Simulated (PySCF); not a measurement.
C₃H₁₀Si, singlet, at a GFN2-xTB geometry. Base run: HF/6-31G run with PySCF.

Here is a job for PySCF.
```python
from pyscf import gto, scf

mol = gto.Mole()
mol.atom = '''
    Si    0.04227581    0.17410565    0.35767998
    C    -0.94677323    1.32330318   -0.79306653
    C     1.75998590   -0.15337865   -0.39419538
    C    -0.88714883   -1.47441790    0.56171541
    H     0.19817869    0.81616493    1.67671672
    H    -1.08207267    0.88244973   -1.77698739
    H    -1.93349276    1.53106784   -0.39013129
    H    -0.44225768    2.27526120   -0.92863343
    H     2.35085242   -0.80627152    0.24121477
    H     1.68499224   -0.62713212   -1.36922950
    H     2.31726365    0.76979478   -0.52198718
    H    -1.02111986   -1.97760373   -0.39202130
    H    -1.87270611   -1.32118853    0.99105908
    H    -0.34788226   -2.15306147    1.21575889
'''
mol.basis = '6-31g'
mol.verbose = 4
mol.build()

mf = scf.RHF(mol)
mf.kernel()
mo_i, mo_e, stable_i, stable_e = mf.stability(internal=True, external=True, return_status=True, nroots=6, tol=1e-6)
print('internally stable:', stable_i, ' externally stable:', stable_e)
if not stable_e:
    umf = mf.to_uhf() if not hasattr(mf, 'xc') else mf.to_uks()
    umf.scf_summary = {}
    umf.kernel(umf.make_rdm1(mo_e, umf.mo_occ))
mf.analyze()
```

The bond that is stretched is that between atoms 5 and 1. A test that says stable can miss a lower solution.

Each row names what was changed in the base input (with any setting that the change needs).

```
change       ΔE vs base (eV)  <S^2>  E after following the instability (Eh)  <S^2> there  HOMO-LUMO gap (eV)   stability test says
-----------  ---------------  -----  --------------------------------------  -----------  ------------------  --------------------
base                    0.00  0.000                                       -            -               16.91                stable
bond × 1.25             0.65  0.000                                       -            -               16.20                stable
bond × 1.5              1.87  0.000                              -408.21138         0.02               13.01  external instability
bond × 1.8              3.29  0.000                              -408.17975         0.67               10.11  external instability
bond × 2.2              4.83  0.000                              -408.16873         0.93                7.44  external instability
bond × 3.0              6.83  0.000                              -408.16603         1.00                4.41  external instability
```

Where a bond breaks into two radicals, a solution with restricted orbitals usually stops being the lowest and lies too high; an unrestricted one lies lower at the price of spin contamination, which <S^2> shows.
